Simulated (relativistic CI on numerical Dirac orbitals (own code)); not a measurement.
From line strength to rate: Ne+ 460.73 Å (vacuum)

Problem. For 2s2 2p5 2P°_3/2 – 2s 2p6 2S_1/2 of Ne+ a semi-empirical relativistic CI calculation gives the line strength S = 0.8841 e²a₀² in the length gauge. The measured levels are 0.00 and 217047.61 cm⁻¹ (NIST Handbook). Find gf, f, A and the partial lifetime.

Working.
1. σ = 217047.61 − 0.00 = 217047.61 cm⁻¹, so the vacuum wavelength is 10⁸/σ = 460.73 Å.
2. gf = 303.756 S/λ(Å) = 0.5829, log gf = -0.234; with g = 4 for the lower level, f = 0.146.
3. A = 2.02613 × 10¹⁸ S/(g_u λ³) with g_u = 2: A = 9.16 × 10^9 s⁻¹.
4. The partial lifetime for this S is 1/A = 0.109 ns; in the calculation this line carries 67 % of the decay of the upper level.

Check. The Handbook lists A = 5.39 × 10^9 s⁻¹, a tabulated value with its own uncertainty (a few per cent for the best lines, 25 % or more for others); ours lies 70 % above it. The velocity form of the same calculation gives S = 0.551, and the gap between the two forms is a rough gauge of the error in S. A miss this large is common for lines of near-neutral atoms, where core polarisation and correlation outside the CI space change S. With the computed energy (237808 cm⁻¹) in place of the measured one the rate would change by the factor (σ_calc/σ)³ = 1.32.
